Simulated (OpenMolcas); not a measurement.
Tm3+ among 6 point charges of -0.5 e arranged as an octahedron (Oh).

```json
{
  "Program": "OpenMolcas 26.06",
  "Method": "SS-CASPT2, IPEA 0.25 Eh, imaginary shift 0.1 Eh (closed shells correlated: 5s 5p)",
  "Basis": "ANO-RCC-VDZP [7s6p4d2f1g]",
  "Scalar Hamiltonian": "DKH2, point nucleus",
  "Active space": "12 electrons in 7 orbitals (4f)",
  "State averaging": "2S+1 = 3 even, 21 roots; 2S+1 = 1 even, 27 roots kept (CI in the orbitals of an earlier block)",
  "Spin-orbit coupling": "state interaction with AMFI integrals over the reference wave functions"
}
```

All point charges move together. At R = 2.4 Å the width of the lowest J multiplet is 106 cm-1, and at R = 2.69 Å it is 70 cm-1.

A third run gives 135 cm-1. What distance was it run at?

With a power law R^-n the two known points give n = -ln(70 / 106) / ln(2.69 / 2.4) = 3.64. Then R = 2.4 × (106 / 135)^(1/3.64) = 2.246 Å. The run was at 2.25 Å, so the estimate is off by -0.004 Å.

Roots that are degenerate in the reference are averaged as groups; the widest CASPT2 spread within a group is 940 cm-1 (the 3-fold group of multiplicity 1 near 32400 cm-1 above the lowest state of its run, R = 2.25). Shifts and gaps below about the spread of the groups concerned are not significant. Point charges carry no covalency, so the field is a model and not that of real ligands. No measured value stands beside these numbers.
